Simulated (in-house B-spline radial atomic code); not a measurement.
A calculation on Ne6+: its settings, and results tabulated from the run. Level of theory: Dirac-Kohn-Sham BLYP, spherical fractional occupations, Fermi nucleus of rms radius 3.0055 fm; calculated with a B-spline radial code for spherical atoms.

Command:
```bash
python run_scf.py task.json out
```
Settings (nuclear radius in fm, mass in u):
```
Z                10
configuration    [He] 2s2
hamiltonian      dirac
method           b88,lyp
spin_polarised   False
nucleus          fermi
rms_radius       3.0055
atomic_mass      19.99244
speed_of_light   137.035999084
```

Output (hartree, bohr):
```
 radial grid: 64 intervals, B-splines of order 8, outer radius 5.9701 bohr

 iter        energy (Eh)    residual
    1        -109.519445    5.39e-01
    2        -110.369158    3.28e-02
    3        -110.373636    1.51e-02
    4        -110.374578    7.00e-03
    5        -110.374826    5.40e-04
    6        -110.374828    4.64e-06
    7        -110.374828    1.32e-07

 total energy                      -110.37483
 kinetic                             110.5568
 electron-nucleus                   -234.8972
 Hartree                              21.6888
 exchange-correlation                 -7.7231

 first-order corrections (not in the total)
   Gaunt                             0.0141
   retardation                      -0.0002
   frequency dependence              0.0000
   self-energy                       0.0118
   Uehling                          -0.0006
   Wichmann-Kroll                    0.0000
   recoil                            0.0030

 orbital      occ     eigenvalue          <r>       <r^2>       <1/r>       <r^4>       r_max    small
 1s1/2      2.000       -38.3243      0.15697    0.033161     9.66555  0.00283775      0.1024  1.24e-03
 2s1/2      2.000        -7.0732     0.708456    0.588587     2.07931    0.587199      0.5997  2.29e-04
```

Cost of the run: 0.31 s on 1 thread of Arm Neoverse V1, on a shared host.

For the Dirac Hamiltonian the kinetic term is c α·p + (β - 1)c².
